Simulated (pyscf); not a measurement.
## `[CH]=[CH][CH3]`, doublet

Gas-phase minimum from PySCF at ωB97X-D3(BJ)/def2-SVP, one conformer. •HC=CH–CH₃ lies 24.7 kcal/mol over its isomer •H₂C–CH=CH₂, and others may lie lower still (electronic energy, ωB97M-D3(BJ)). 

```xyz
8

C     -0.1279    -1.3351    -0.0720
C     -0.9732    -1.2225    -1.0740
C     -1.0112    -0.0790    -2.0653
H      0.7045    -0.7656     0.3492
H     -1.7238    -2.0146    -1.2221
H     -1.9924     0.4230    -2.0379
H     -0.8626    -0.4530    -3.0917
H     -0.2328     0.6682    -1.8518
```
Charge 0, spin multiplicity 2.

Bonded distances (Å): C1–C2 1.316, C1–H4 1.093, C2–C3 1.514, C2–H5 1.101, C3–H6 1.102, C3–H7 1.102, C3–H8 1.100. Angles (°): C2–C1–H4 137.6, C1–C2–C3 125.4, C1–C2–H5 118.6, C3–C2–H5 116.0, C2–C3–H6 110.5, C2–C3–H7 110.5, C2–C3–H8 111.6, H6–C3–H7 107.3, H6–C3–H8 108.4, H7–C3–H8 108.4.

Properties at ωB97X-D3(BJ)/def2-SVP:

- Harmonic wavenumbers, unscaled: 188, 384, 665, 841, 862, 944, 1054, 1104, 1265, 1394, 1464, 1467, 1727, 3062, 3137, 3148, 3175, 3258 cm⁻¹
- Zero-point energy: 41.7 kcal/mol
- Rotational symmetry number: 1
- Entropy of this conformer at 298 K and 1 atm, rigid rotor and harmonic oscillator, modes under 100 cm⁻¹ raised to 100: 270.3 J/(mol K)
- Dipole moment: 1.02 D
- Spin expectation value S2: 0.762

Single-point totals, which compare only within one level (frozen core for MP2 and CC):

```tsv
level	total energy (hartree)
ωB97X-D3(BJ)/def2-TZVP	-117.32078
PBE/def2-TZVP	-117.09472
r²SCAN/def2-TZVP	-117.18772
B3LYP-D3(BJ)/def2-TZVP	-117.27644
PBE0-D3(BJ)/def2-TZVP	-117.11534
M06-2X/def2-TZVP	-117.19838
ωB97M-D3(BJ)/def2-TZVP	-117.28946
UHF/def2-TZVPP	-116.47373
MP2/def2-TZVPP	-116.93058
CCSD/def2-TZVPP	-116.97492
CCSD(T)/def2-TZVPP	-116.99614
```

Soft torsions are taken as harmonic, which can shift the entropy by several J/(mol K). The CCSD(T) − MP2 part came from Ansatz, without density fitting, on the same reference. A UHF reference is spin-contaminated (<S²> up to 0.95), which harms MP2 most.
